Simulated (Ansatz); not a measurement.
Species: C2H4S2, SMILES `CC(=S)S` (S–C–S–H torsion 0°) (charge 0, multiplicity 1), formula C$_{2}$H$_{4}$S$_{2}$.

### Question
How many basis functions does frozen-core CCSD(T)/cc-pVTZ // PBE-D3(BJ)/def2-TZVP (Ansatz, an electronic-structure program) use, how many core orbitals are frozen, and how many electrons are correlated?

### Answer
184 basis functions and 12 frozen orbitals, which leaves 24 correlated electrons. Core time is of the order of minutes.
